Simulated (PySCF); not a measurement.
C$_{4}$H$_{10}$O (SMILES CCCCO), singlet, at a GFN2-xTB geometry; R2SCAN/STO-3G in PySCF.

Input for PySCF:
```python
from pyscf import gto, scf, dft

mol = gto.M(
    atom='''
C    -2.50952667   -0.11271046    0.13381353
C    -1.18241311   -0.05565564   -0.61255972
C     0.00006199    0.00132060    0.34916149
C     1.33492427    0.05877013   -0.38525329
O     2.37065623    0.10911372    0.57317068
H    -2.55146089   -0.99462734    0.76884867
H    -3.34093224   -0.15286017   -0.56605456
H    -2.63091770    0.76660652    0.76220143
H    -1.16625082    0.82520369   -1.25876653
H    -1.08678075   -0.93632417   -1.25211817
H    -0.07888728    0.88179725    0.98877387
H     0.00049772   -0.87784502    0.99541510
H     1.36587285    0.94922887   -1.03103334
H     1.44614708   -0.83012390   -1.02431772
H     3.21918334    0.14568675    0.12071370
''',
    basis='sto-3g',
    verbose=4,
)

mf = dft.RKS(mol)
mf.xc = 'r2scan'
mf.kernel()
mf.analyze()
```

Q: Write the output that PySCF gives for this input, abridged.

A: 
```
PySCF version 2.14.0

[INPUT] verbose = 4
[INPUT] num. atoms = 15
[INPUT] num. electrons = 42
[INPUT] charge = 0
[INPUT] spin (= nelec alpha-beta = 2S) = 0
[INPUT] symmetry False subgroup None
[INPUT] Mole.unit = angstrom
[INPUT] Symbol           X                Y                Z      unit          X                Y                Z       unit  Magmom
[INPUT]  1 C     -2.509526670000  -0.112710460000   0.133813530000 AA   -4.742318108592  -0.212991900774   0.252870923461 Bohr   0.0
[INPUT]  2 C     -1.182413110000  -0.055655640000  -0.612559720000 AA   -2.234436943995  -0.105173916887  -1.157570105740 Bohr   0.0
[INPUT]  3 C      0.000061990000   0.001320600000   0.349161490000 AA    0.000117144122   0.002495572320   0.659819589345 Bohr   0.0
[INPUT]  4 C      1.334924270000   0.058770130000  -0.385253290000 AA    2.522641267335   0.111059450005  -0.728023206688 Bohr   0.0
[INPUT]  5 O      2.370656230000   0.109113720000   0.573170680000 AA    4.479891010194   0.206195047232   1.083135607831 Bohr   0.0
[INPUT]  6 H     -2.551460890000  -0.994627340000   0.768848670000 AA   -4.821562299639  -1.879573268605   1.452913417536 Bohr   0.0
[INPUT]  7 H     -3.340932240000  -0.152860170000  -0.566054560000 AA   -6.313446934330  -0.288863856654  -1.069688089961 Bohr   0.0
[INPUT]  8 H     -2.630917700000   0.766606520000   0.762201430000 AA   -4.971713909271   1.448676368106   1.440351954452 Bohr   0.0
[INPUT]  9 H     -1.166250820000   0.825203690000  -1.258766530000 AA   -2.203894642349   1.559408971080  -2.378723996469 Bohr   0.0
[INPUT] 10 H     -1.086780750000  -0.936324170000  -1.252118170000 AA   -2.053717974949  -1.769396245111  -2.366160416892 Bohr   0.0
[INPUT] 11 H     -0.078887280000   0.881797250000   0.988773870000 AA   -0.149075353912   1.666355299895   1.868511813426 Bohr   0.0
[INPUT] 12 H      0.000497720000  -0.877845020000   0.995415100000 AA    0.000940554487  -1.658886667613   1.881061919257 Bohr   0.0
[INPUT] 13 H      1.365872850000   0.949228870000  -1.031033340000 AA    2.581125607479   1.793782593830  -1.948370637896 Bohr   0.0
[INPUT] 14 H      1.446147080000  -0.830123900000  -1.024317720000 AA    2.732821917039  -1.568706820456  -1.935679955339 Bohr   0.0
[INPUT] 15 H      3.219183340000   0.145686750000   0.120713700000 AA    6.083374857363   0.275308057478   0.228115832483 Bohr   0.0

nuclear repulsion = 185.584965140894
number of shells = 25
number of NR pGTOs = 105
number of NR cGTOs = 35
basis = sto-3g
ecp = {}

******** <class 'pyscf.dft.rks.RKS'> ********
method = RKS
initial guess = minao
damping factor = 0
level_shift factor = 0
DIIS = <class 'pyscf.scf.diis.CDIIS'>
diis_start_cycle = 1
diis_space = 8
diis_damp = 0
SCF conv_tol = 1e-09
SCF conv_tol_grad = None
SCF max_cycles = 50
direct_scf = True
direct_scf_tol = 1e-13
XC library pyscf.dft.libxc version 7.1.2
    S. Lehtola, C. Steigemann, M. J. T. Oliveira, and M. A. L. Marques,  SoftwareX 7, 1–5 (2018)
XC functionals = r2scan
    J. W. Furness, A. D. Kaplan, J. Ning, J. P. Perdew, and J. Sun,  J. Phys. Chem. Lett. 11, 8208–8215 (2020)
    J. W. Furness, A. D. Kaplan, J. Ning, J. P. Perdew, and J. Sun,  J. Phys. Chem. Lett. 11, 9248–9248 (2020)
    J. W. Furness, A. D. Kaplan, J. Ning, J. P. Perdew, and J. Sun,  J. Phys. Chem. Lett. 11, 8208–8215 (2020)
    J. W. Furness, A. D. Kaplan, J. Ning, J. P. Perdew, and J. Sun,  J. Phys. Chem. Lett. 11, 9248–9248 (2020)
radial grids:
    Treutler-Ahlrichs [JCP 102, 346 (1995); DOI:10.1063/1.469408] (M4) radial grids

becke partition: Becke, JCP 88, 2547 (1988); DOI:10.1063/1.454033
pruning grids: <function nwchem_prune>
grids dens level: 3
symmetrized grids: False
atomic radii adjust function: <function treutler_atomic_radii_adjust>
small_rho_cutoff = 0
Set gradient conv threshold to 3.16228e-05
Initial guess from minao.
tot grids = 168640
init E= -230.819330204547
  HOMO = -0.304118783371438  LUMO = 0.174652722986342  gap/eV = 13.02804
cycle= 1 E= -230.531525420716  delta_E= 0.288  |g|= 0.452  |ddm|= 4.49
  HOMO = 0.0533778923216542  LUMO = 0.333162301350245  gap/eV = 7.61332
cycle= 2 E= -230.518468618526  delta_E= 0.0131  |g|= 0.515  |ddm|= 1.37
  HOMO = -0.0838218715415332  LUMO = 0.295426019298877  gap/eV = 10.31986
cycle= 3 E= -230.600578784298  delta_E= -0.0821  |g|= 0.0378  |ddm|= 0.75
  HOMO = -0.0859321184642607  LUMO = 0.288691553139573  gap/eV = 10.19403
cycle= 4 E= -230.600998191237  delta_E= -0.000419  |g|= 0.0114  |ddm|= 0.0663
  HOMO = -0.0849801089668685  LUMO = 0.290041589936485  gap/eV = 10.20486
cycle= 5 E= -230.601039317369  delta_E= -4.11e-05  |g|= 0.000538  |ddm|= 0.0158
  HOMO = -0.0850203557211502  LUMO = 0.289963350564286  gap/eV = 10.20383
cycle= 6 E= -230.601039457624  delta_E= -1.4e-07  |g|= 0.000102  |ddm|= 0.00127
  HOMO = -0.0850336501704544  LUMO = 0.28995832886684  gap/eV = 10.20405
cycle= 7 E= -230.601039460667  delta_E= -3.04e-09  |g|= 3.09e-05  |ddm|= 0.000177
  HOMO = -0.0850308908945036  LUMO = 0.289958984725223  gap/eV = 10.20399
cycle= 8 E= -230.601039460971  delta_E= -3.04e-10  |g|= 1.35e-06  |ddm|= 4.44e-05
  HOMO = -0.0850309228889535  LUMO = 0.289959034956533  gap/eV = 10.20400
Extra cycle  E= -230.601039460972  delta_E= -1.08e-12  |g|= 8.73e-07  |ddm|= 3.65e-06
converged SCF energy = -230.601039460972
**** SCF Summaries ****
Total Energy =                        -230.601039460971862
Nuclear Repulsion Energy =             185.584965140894127
One-electron Energy =                 -680.775681760533416
Two-electron Energy =                  264.589677158667428
Two-electron Coulomb Energy =          298.645303115140393
DFT Exchange-Correlation Energy =      -34.055625956472980
HOMO-LUMO gap [eV] =                    10.203996496557059
**** MO energy ****
MO #1   energy= -18.6592414737349  occ= 2
MO #2   energy= -9.89838415708905  occ= 2
MO #3   energy= -9.86277835760782  occ= 2
MO #4   energy= -9.85743203223495  occ= 2
MO #5   energy= -9.85045860807244  occ= 2
MO #6   energy= -0.911862534953033 occ= 2
MO #7   energy= -0.723472984752253 occ= 2
MO #8   energy= -0.645577734822501 occ= 2
MO #9   energy= -0.551674269708678 occ= 2
MO #10  energy= -0.513744524523578 occ= 2
MO #11  energy= -0.413518635680388 occ= 2
MO #12  energy= -0.406322389897668 occ= 2
MO #13  energy= -0.36049474083887  occ= 2
MO #14  energy= -0.354392151299377 occ= 2
MO #15  energy= -0.323407492252581 occ= 2
MO #16  energy= -0.293880740008738 occ= 2
MO #17  energy= -0.268080402570645 occ= 2
MO #18  energy= -0.258166697635849 occ= 2
MO #19  energy= -0.257904219407996 occ= 2
MO #20  energy= -0.170867407573924 occ= 2
MO #21  energy= -0.0850309228889535 occ= 2
MO #22  energy= 0.289959034956533  occ= 0
MO #23  energy= 0.353121828282065  occ= 0
MO #24  energy= 0.367161045828371  occ= 0
MO #25  energy= 0.390980442432637  occ= 0
MO #26  energy= 0.40171994409938   occ= 0
MO #27  energy= 0.413474821490459  occ= 0
MO #28  energy= 0.44741182086818   occ= 0
MO #29  energy= 0.458330238778423  occ= 0
 ** Mulliken pop on meta-lowdin orthogonal AOs  **
 ** Mulliken pop  **
pop of  0 C 1s            1.99958
pop of  0 C 2s            1.03043
pop of  0 C 2px           1.01459
pop of  0 C 2py           1.05644
pop of  0 C 2pz           1.04264
pop of  1 C 1s            1.99959
pop of  1 C 2s            1.03520
pop of  1 C 2px           0.98037
pop of  1 C 2py           1.04493
pop of  1 C 2pz           1.00982
pop of  2 C 1s            1.99959
pop of  2 C 2s            1.03998
pop of  2 C 2px           0.97746
pop of  2 C 2py           1.05230
pop of  2 C 2pz           1.01276
pop of  3 C 1s            1.99963
pop of  3 C 2s            1.05657
pop of  3 C 2px           0.93918
pop of  3 C 2py           1.05081
pop of  3 C 2pz           0.94853
pop of  4 O 1s            1.99985
pop of  4 O 2s            1.70928
pop of  4 O 2px           1.09598
pop of  4 O 2py           1.95041
pop of  4 O 2pz           1.45393
pop of  5 H 1s            0.95332
pop of  6 H 1s            0.95298
pop of  7 H 1s            0.95332
pop of  8 H 1s            0.95940
pop of  9 H 1s            0.95940
pop of  10 H 1s           0.95368
pop of  11 H 1s           0.95369
pop of  12 H 1s           0.97751
pop of  13 H 1s           0.97751
pop of  14 H 1s           0.85932
 ** Mulliken atomic charges  **
charge of    0C =     -0.14368
charge of    1C =     -0.06992
charge of    2C =     -0.08208
charge of    3C =      0.00529
charge of    4O =     -0.20946
charge of    5H =      0.04668
charge of    6H =      0.04702
charge of    7H =      0.04668
charge of    8H =      0.04060
charge of    9H =      0.04060
charge of   10H =      0.04632
charge of   11H =      0.04631
charge of   12H =      0.02249
charge of   13H =      0.02249
charge of   14H =      0.14068
Dipole moment(X, Y, Z, Debye):  0.23800,  0.00616, -1.20974
```
